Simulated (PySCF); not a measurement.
# Electron correlation in Ne²⁺ (neon, charge +2)

[He] 2s1 2p4 3s1, high-spin 5P determinant (an excited configuration). All numbers are calculated (PySCF 2.14, scalar relativity by spin-free X2C-1e, in x2c-TZVPPall with one added diffuse shell each of s, p, d type (6s4p3d1f, 40 functions)). Frozen: 1s2; 6 electrons correlated.

MP2 pair energies summed by pair of shells (mhartree):

| pair | energy | share (%) |
| --- | --- | --- |
| 2p-2p | -82.68 | 74.7 |
| 2p-3s | -15.83 | 14.3 |
| 2s-2p | -11.78 | 10.6 |
| 2s-3s | -0.42 | 0.4 |

Total MP2 correlation energy: -110.71 mhartree.

Same-spin part -33.59 and opposite-spin part -77.12 mhartree; SCS-MP2 scales them by 1/3 and 6/5 to -103.74 mhartree.
